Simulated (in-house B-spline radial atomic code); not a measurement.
**KLI/ALDAx excitations of Yb²⁺**

Method: KLI/ALDAx. Computed with an all-electron radial atomic-structure program (B-spline basis): linear response of the closed shell [Xe] 4f14 with the adiabatic LDA exchange kernel on the exchange-only KLI potential; scalar-relativistic (spin-free one-electron X2C), finite nucleus, no spin-orbit coupling, no double excitations, S, P, D and F terms only; shells from n = 3 respond. Only terms of natural parity with L up to 3 were computed.

Spin-orbit coupling is strong here, so these LS terms don't match observed levels.

Command:
```bash
python run_td.py task.json out
```
Settings (radii: box in bohr, nucleus in fm):
```
Z                        70
electrons                68
configuration            [Xe] 4f14
hamiltonian              x2c
method                   kli
box_radius               29.48
rms_radius               5.3108
intervals                106
```

Run time, properties included: 7.4 s on 1 thread of Intel(R) Xeon(R) Platinum 8259CL CPU @ 2.50GHz (Skylake/Cascade Lake), with other jobs on the host.

The lowest states, in the order of their Tamm-Dancoff energies; the method's threshold (minus the highest occupied level) is 28.578 eV. Labels give the largest channel, * marks a mixed state, and oscillator strengths are full-response dipole values. Semilocal kernels can invert the small singlet-triplet splittings of Rydberg terms. Energies in eV:

```
     state  full response  Tamm-Dancoff  oscillator strength
4f → 6s 3F          4.957         4.961                    -
4f → 6s 1F          5.089         5.091                    -
4f → 5d 3P          5.364         5.431                    -
4f → 5d 3F          5.715         5.733                    -
4f → 5d 1F          6.184         6.203                    -
4f → 5d 1P          7.260         7.720                0.133
4f → 6p 3D         10.707        10.713                    -
4f → 6p 1D         10.963        10.975                    -
4f → 7s 3F         17.535        17.536                    -
4f → 7s 1F         17.576        17.577                    -
4f → 6d 3P         17.978        17.987                    -
4f → 6d 3F         18.070        18.073                    -
4f → 6d 1F         18.179        18.183                    -
4f → 6d 1P         18.389        18.458             0.000324
4f → 5f 3S              ?             ?                    -
4f → 5f 3D         19.381        19.382                    -
4f → 5f 1D         19.526        19.536                    -
4f → 7p 3D         19.689        19.691                    -
4f → 7p 1D              ?             ?                    -
4f → 5f 1S         20.202        20.367                    -
4f → 8s 3F         22.170        22.171                    -
4f → 8s 1F         22.187        22.187                    -
```

Where does 4f → 7p 1D lie?

At 19.772 eV in full response, 19.776 eV in Tamm-Dancoff.

Where does 4f → 5f 3S lie?

At 19.169 eV in full response, 19.178 eV in Tamm-Dancoff.

How large is the singlet-triplet splitting of 4f → 6s (F terms) in Tamm-Dancoff?

0.13 eV, from the unrounded values.

What polarisabilities and dispersion coefficient does the method give?

Dipole 6.588 bohr³, quadrupole 14.71 bohr⁵, C6 33.08 hartree·bohr⁶ for two such species.
